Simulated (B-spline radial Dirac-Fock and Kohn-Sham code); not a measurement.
## Relativistic shifts of the levels of Ag³⁵⁺

System: silver as Ag³⁵⁺ in the configuration [Ne] 3s2.

Both columns are ΔSCF binding energies of the configuration average from a radial finite-basis atomic code: non-relativistic Hartree-Fock with a point nucleus, and Dirac-Fock with a finite nucleus and the Coulomb interaction alone, averaged over the two j levels with weights 2j+1.

```
shell  Hartree-Fock (eV)  Dirac-Fock (eV)  shift (eV)  shift (%)
   1s            26896.5          27712.1     +815.62      +3.03
   2s             5595.2           5810.0     +214.83      +3.84
   2p             5350.7           5422.5      +71.81      +1.34
   3s             2233.5           2297.2      +63.74      +2.85
```

Relativity binds 1s, 2s, 2p, 3s more strongly, among those listed most of all 2s in relative terms.

Values without a named source are computed, but for edge energies of neutral atoms, which are taken from tables.
